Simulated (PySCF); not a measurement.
C$_{2}$H$_{7}$ClSn (SMILES [CH3][SnH]([CH3])[Cl]), singlet, geometry from GFN2-xTB (such geometries of metal compounds can be far from the true shape) (all electrons, no relativity); PySCF with CASSCF(6,5)/STO-3G.

Here is a job for PySCF.
```python
from pyscf import gto, scf, mcscf
import numpy

mol = gto.Mole()
mol.atom = '''
    Sn   -0.08558302   -0.13301146    0.34518223
    C     1.72413835   -1.35735070    0.28630588
    C    -1.87499057   -1.06856799   -0.49230701
    Cl    0.35248767    1.70933556   -0.98980790
    H    -0.37507304    0.49995332    1.91877512
    H     1.60046315   -2.24597458    0.89314288
    H     2.57030099   -0.78864373    0.65374048
    H     1.91264953   -1.64744074   -0.74180528
    H    -2.67828126   -0.34357668   -0.55052826
    H    -2.19122673   -1.90293093    0.12175080
    H    -1.64685857   -1.42400571   -1.49144591
'''
mol.basis = 'sto-3g'
mol.verbose = 4
mol.build()

mf = scf.RHF(mol)
mf.kernel()
mc = mcscf.CASSCF(mf, 5, 6)
mc.fix_spin_(ss=0.0)
mc.conv_tol = 1e-5
mc.kernel()
occ = numpy.linalg.eigvalsh(mc.fcisolver.make_rdm1(mc.ci, mc.ncas, mc.nelecas))[::-1]
ss = mc.fcisolver.spin_square(mc.ci, mc.ncas, mc.nelecas)[0]
print('natural occupations', occ.round(4), ' <S^2>', round(ss, 4))
```

What the program printed (banner, timings and long lists left out):

```
PySCF version 2.14.0

[INPUT] verbose = 4
[INPUT] num. atoms = 11
[INPUT] num. electrons = 86
[INPUT] charge = 0
[INPUT] spin (= nelec alpha-beta = 2S) = 0
[INPUT] symmetry False subgroup None
[INPUT] Mole.unit = angstrom
[INPUT] Symbol           X                Y                Z      unit          X                Y                Z       unit  Magmom
[...]
nuclear repulsion = 492.051053970025
number of shells = 29
number of NR pGTOs = 159
number of NR cGTOs = 53
basis = sto-3g
ecp = {}

******** <class 'pyscf.scf.hf.RHF'> ********
method = RHF
initial guess = minao
damping factor = 0
level_shift factor = 0
DIIS = <class 'pyscf.scf.diis.CDIIS'>
diis_start_cycle = 1
diis_space = 8
diis_damp = 0
SCF conv_tol = 1e-09
SCF conv_tol_grad = None
SCF max_cycles = 50
direct_scf = True
direct_scf_tol = 1e-13
Set gradient conv threshold to 3.16228e-05
Initial guess from minao.
init E= -6479.53852748848
[...]
cycle= 1 E= -6496.80577204924  delta_E= -17.3  |g|= 0.387  |ddm|= 3.69
[...]
cycle= 2 E= -6496.87671506006  delta_E= -0.0709  |g|= 0.0688  |ddm|= 0.78
[...]
cycle= 3 E= -6496.87955112898  delta_E= -0.00284  |g|= 0.0135  |ddm|= 0.163
[...]
cycle= 4 E= -6496.87969494672  delta_E= -0.000144  |g|= 0.00375  |ddm|= 0.042
[...]
cycle= 5 E= -6496.87970175644  delta_E= -6.81e-06  |g|= 0.000509  |ddm|= 0.00799
[...]
cycle= 6 E= -6496.87970195865  delta_E= -2.02e-07  |g|= 4.62e-05  |ddm|= 0.0016
[...]
cycle= 7 E= -6496.87970196017  delta_E= -1.52e-09  |g|= 6.15e-06  |ddm|= 0.000141
[...]
cycle= 8 E= -6496.87970196025  delta_E= -7.46e-11  |g|= 1.37e-06  |ddm|= 2.29e-05
[...]
Extra cycle  E= -6496.87970196023  delta_E= 2.09e-11  |g|= 5.84e-07  |ddm|= 4.56e-06
converged SCF energy = -6496.87970196023

******** <class 'pyscf.mcscf.mc1step.CASSCF'> ********
CAS (3e+3e, 5o), ncore = 40, nvir = 8
max_cycle_macro = 50
max_cycle_micro = 4
conv_tol = 1e-05
conv_tol_grad = None
orbital rotation max_stepsize = 0.02
orbital rotation threshold for CI restart = 0.01
augmented hessian ah_max_cycle = 30
augmented hessian ah_conv_tol = 1e-12
augmented hessian ah_linear dependence = 1e-14
augmented hessian ah_level shift = 1e-08
augmented hessian ah_start_tol = 2.5
augmented hessian ah_start_cycle = 3
augmented hessian ah_grad_trust_region = 3
kf_trust_region = 3
kf_interval = 4
ci_response_space = 4
ci_grad_trust_region = 3
with_dep4 0
natorb = False
canonicalization = True
sorting_mo_energy = False
ao2mo_level = 2
internal_rotation = False
[...]
CASCI E = -6496.88499557830  S^2 = 0.0000000
[...]
macro iter  13 (  6 JK    1 micro), CASSCF E = -6496.89983317153  dE = -7.03455316e-05  S^2 = 0.0000000
               |grad[o]|=0.000629  |grad[c]|=0.00312  |ddm|=0.00345  |maxRot[o]|=0.0798
macro iter  14 (  6 JK    1 micro), CASSCF E = -6496.89991267923  dE = -7.95077049e-05  S^2 = 0.0000000
               |grad[o]|=0.000618  |grad[c]|=0.00337  |ddm|=0.0033  |maxRot[o]|=0.0798
macro iter  15 (  6 JK    1 micro), CASSCF E = -6496.89999556214  dE = -8.28829061e-05  S^2 = 0.0000000
               |grad[o]|=0.00063  |grad[c]|=0.00338  |ddm|=0.00302  |maxRot[o]|=0.0798
macro iter  16 (  6 JK    1 micro), CASSCF E = -6496.90007529863  dE = -7.97364910e-05  S^2 = 0.0000000
               |grad[o]|=0.000647  |grad[c]|=0.003  |ddm|=0.00268  |maxRot[o]|=0.0798
macro iter  17 (  6 JK    1 micro), CASSCF E = -6496.90014608340  dE = -7.07847721e-05  S^2 = 0.0000000
               |grad[o]|=0.000649  |grad[c]|=0.00253  |ddm|=0.00234  |maxRot[o]|=0.0798
macro iter  18 (  6 JK    1 micro), CASSCF E = -6496.90020487901  dE = -5.87956083e-05  S^2 = 0.0000000
               |grad[o]|=0.000615  |grad[c]|=0.00272  |ddm|=0.00205  |maxRot[o]|=0.0798
macro iter  19 (  6 JK    1 micro), CASSCF E = -6496.90025209029  dE = -4.72112815e-05  S^2 = 0.0000000
               |grad[o]|=0.000538  |grad[c]|=0.00392  |ddm|=0.00184  |maxRot[o]|=0.0798
macro iter  20 (  5 JK    1 micro), CASSCF E = -6496.90028248184  dE = -3.03915485e-05  S^2 = 0.0000000
               |grad[o]|=0.000424  |grad[c]|=0.00372  |ddm|=0.000995  |maxRot[o]|=0.0599
macro iter  21 (  3 JK    1 micro), CASSCF E = -6496.90029189678  dE = -9.41494272e-06  S^2 = 0.0000000
               |grad[o]|=0.000342  |grad[c]|=0.000983  |ddm|=0.000125  |maxRot[o]|= 0.02
macro iter  22 (  4 JK    1 micro), CASSCF E = -6496.90029787635  dE = -5.97957023e-06  S^2 = 0.0000000
               |grad[o]|=0.00031  |grad[c]|=0.00065  |ddm|=5.73e-05  |maxRot[o]|=0.012
macro iter  23 (  3 JK    1 micro), CASSCF E = -6496.90029881369  dE = -9.37340701e-07  S^2 = 0.0000000
               |grad[o]|=0.00029  |grad[c]|=0.000117  |ddm|=1.28e-05  |maxRot[o]|=0.0018
1-step CASSCF converged in  23 macro (216 JK  42 micro) steps
CASSCF canonicalization
Density matrix diagonal elements [1.98682295 1.99257064 1.98055125 0.01312397 0.02693119]
CASSCF energy = -6496.90029881369
CASCI E = -6496.90029881369  E(CI) = -6.68419621840894  S^2 = 0.0000000
natural occupations [1.9989 1.9883 1.9731 0.0274 0.0123]  <S^2> 0.0
```
